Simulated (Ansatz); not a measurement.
Total energies of SnPhH3 (C6H8Sn) from Ansatz at PBE-D4/def2-TZVP, gas phase (1 Eh = 27.2114 eV = 2625.5 kJ/mol). The reference geometry is relaxed at r2SCAN-D4/def2-SVP.

```
                 state   geometry  energy (Eh)
      charge 0 singlet  reference   -447.49854
      charge 1 doublet  reference   -447.17048
free Sn atom (triplet)          –   -214.24935
 free C atom (triplet)          –    -37.79597
 free H atom (doublet)          –     -0.49962
```

In the def2 sets Sn takes a core potential; there is no spin–orbit coupling.

(1) Work out the vertical ionisation energy to the doublet.

(2) What is the binding energy per atom against free atoms?

(1) E(charge 1 doublet) − E(charge 0 singlet) = -447.17048 − (-447.49854) = 0.32806 Eh = 8.93 eV. For comparison, −ε of the highest occupied level is 6.37 eV at this level, 2.56 eV less.

(2) Atoms: 1 × (-214.24935) + 6 × (-37.79597) + 8 × (-0.49962) = -445.02213 Eh. Binding: -445.02213 − (-447.49854) = 2.47641 Eh = 67.39 eV, or 4.49 eV for each of 15 atoms (no zero-point energy, no counterpoise term).
